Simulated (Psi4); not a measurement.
C$_{3}$H$_{10}$N, charge +1, singlet, geometry from GFN2-xTB; PBE0/cc-pVDZ (Psi4).

The Psi4 input:
```
memory 2 GB

molecule {
1 1
N    -0.00145735   -0.00078979    0.34907080
C    -0.00683148    1.40360564   -0.09889597
C     1.21940542   -0.69518278   -0.09852509
C    -1.21129590   -0.70773025   -0.10870151
H    -0.00247043    1.44135056   -1.18709760
H     0.87339726    1.92496286    0.27271406
H    -0.89547623    1.91583180    0.26530846
H     1.25459564   -0.71020410   -1.18671739
H     1.22922597   -1.72074149    0.26595109
H     2.10574056   -0.18427709    0.27308679
H    -1.23721663   -0.72306702   -1.19714967
H    -2.10593863   -0.20601809    0.25545409
H    -1.21357974   -1.73335144    0.25572399
H    -0.00574458   -0.00311317    1.37596602
}

set {
  basis cc-pvdz
}

energy('pbe0')
print_variables()
```

Output, abridged:

```
   => Loading Basis Set <=

    Name: CC-PVDZ
    Role: ORBITAL
    Keyword: BASIS

         ---------------------------------------------------------
                                   SCF
               by Justin Turney, Rob Parrish, Andy Simmonett
                          and Daniel G. A. Smith
                              RKS Reference
         ---------------------------------------------------------

  ==> Geometry <==

    Molecular point group: c1
    Full point group: C1

    Geometry (in Angstrom), charge = 1, multiplicity = 1:

       Center              X                  Y                   Z               Mass
    ------------   -----------------  -----------------  -----------------  -----------------
         N           -0.001415442009    -0.000767077361     0.339032983189    14.003074004430
         C           -0.006789572009     1.403628352639    -0.108933786811    12.000000000000
         C            1.219447327991    -0.695160067361    -0.108562906811    12.000000000000
         C           -1.211253992009    -0.707707537361    -0.118739326811    12.000000000000
         H           -0.002428522009     1.441373272639    -1.197135416811     1.007825032230
         H            0.873439167991     1.924985572639     0.262676243189     1.007825032230
         H           -0.895434322009     1.915854512639     0.255270643189     1.007825032230
         H            1.254637547991    -0.710181387361    -1.196755206811     1.007825032230
         H            1.229267877991    -1.720718777361     0.255913273189     1.007825032230
         H            2.105782467991    -0.184254377361     0.263048973189     1.007825032230
         H           -1.237174722009    -0.723044307361    -1.207187486811     1.007825032230
         H           -2.105896722009    -0.205995377361     0.245416273189     1.007825032230
         H           -1.213537832009    -1.733328727361     0.245686173189     1.007825032230
         H           -0.005702672009    -0.003090457361     1.365928203189     1.007825032230

  Running in c1 symmetry.

  Rotational constants: A =      0.27729  B =      0.27729  C =      0.16177 [cm^-1]
  Rotational constants: A =   8312.95345  B =   8312.95343  C =   4849.78578 [MHz]
  Nuclear repulsion =  147.898770545133175

  Charge       = 1
  Multiplicity = 1
  Electrons    = 34
  Nalpha       = 17
  Nbeta        = 17

  ==> Algorithm <==

  SCF Algorithm Type is DF.
  DIIS enabled.
  MOM disabled.
  Fractional occupation disabled.
[...]
   @DF-RKS iter   3:  -174.63450954509571   -1.78322e-01   4.17568e-04 ADIIS/DIIS
   @DF-RKS iter   4:  -174.63535378968177   -8.44245e-04   1.84579e-04 ADIIS/DIIS
   @DF-RKS iter   5:  -174.63549986481718   -1.46075e-04   4.61542e-05 DIIS
   @DF-RKS iter   6:  -174.63550928982642   -9.42501e-06   4.98110e-06 DIIS
   @DF-RKS iter   7:  -174.63550943106523   -1.41239e-07   1.28329e-06 DIIS
   @DF-RKS iter   8:  -174.63550944142065   -1.03554e-08   3.49012e-08 DIIS
  Energy and wave function converged.

  ==> Post-Iterations <==

   Electrons on quadrature grid:
      Ntotal   =   33.9999886627 ; deviation = -1.134e-05

    Orbital Energies [Eh]
    ---------------------

    Doubly Occupied:

[...]
    Virtual:

[...]
    Final Occupation by Irrep:
              A
    DOCC [    17 ]
    NA   [    17 ]
    NB   [    17 ]

  @DF-RKS Final Energy:  -174.63550944142065

   => Energetics <=

    Nuclear Repulsion Energy =            147.8987705451331749
    One-Electron Energy =                -518.6140055849123200
    Two-Electron Energy =                 216.1926770689033219
    DFT Exchange-Correlation Energy =     -20.1129514705448358
    Empirical Dispersion Energy =           0.0000000000000000
    VV10 Nonlocal Energy =                  0.0000000000000000
    Total Energy =                       -174.6355094414206519

Computation Completed

Properties will be evaluated at   0.000000,   0.000000,   0.000000 [a0]

Properties computed using the SCF density matrix

 Multipole Moments:

 ------------------------------------------------------------------------------------
     Multipole            Electronic (a.u.)      Nuclear  (a.u.)        Total (a.u.)
 ------------------------------------------------------------------------------------

 L = 1.  Multiply by 2.5417464519 to convert [e a0] to [Debye]
 Dipole X            :         -0.0042030            0.0027718           -0.0014312
 Dipole Y            :         -0.0022936            0.0015021           -0.0007915
 Dipole Z            :          1.0015377           -0.6639053            0.3376324
 Magnitude           :                                                    0.3376364

 ------------------------------------------------------------------------------------

  Variable Map:
  ----------------------------------------------------------------------------
[...]
  Array Variable Map:
  ----------------------------------------------------------------------------
[...]
[...]
```
